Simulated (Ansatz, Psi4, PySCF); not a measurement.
OSi, charge +1, doublet, geometry from GFN2-xTB (a state made from the parent by changing its charge; the spin is typed, not shown lowest). Base run: CAMB3LYP/6-31G** (PySCF).

Geometry (Å):
```xyz
2

Si     0.0000     0.0000    -0.5403
O      0.0000     0.0000     0.9455
```
Charge +1, spin multiplicity 2.
Orbitals are unrestricted.
All else is at PySCF's defaults.

The same geometry, method and basis name were run in Ansatz (an electronic-structure program) and Psi4 and PySCF, at each program's defaults and at the settings that a row names. The base is PySCF at its defaults. Differences at the defaults can come from grids, fitting, cores and function types together.

```tsv
code and settings	ΔE vs base (µEh)	basis functions	E (Eh)	SCF cycles
PySCF, defaults (exact integrals, its default grid, spherical functions)	0.0	32	-364.25434	13
Psi4, defaults (density fitting with its default set, its default grid, Cartesian functions)	-3613	34	-364.25795	12
Ansatz, defaults (factorised integrals, its default grid, Cartesian functions)	-3648	34	-364.25798	-
PySCF, density fitting with def2-universal-jkfit	-17.5	32	-364.25435	13
PySCF, fine grid	-0.5	32	-364.25434	13
Psi4, exact integrals, spherical functions, fine grid	-0.5	32	-364.25434	14
Ansatz, high accuracy, Cartesian functions as the basis file defines them	-3648	34	-364.25798	-
```

Open shells are given as the SCF converged; they aren't shown to be the lowest states, and a large step between rows can be another state.
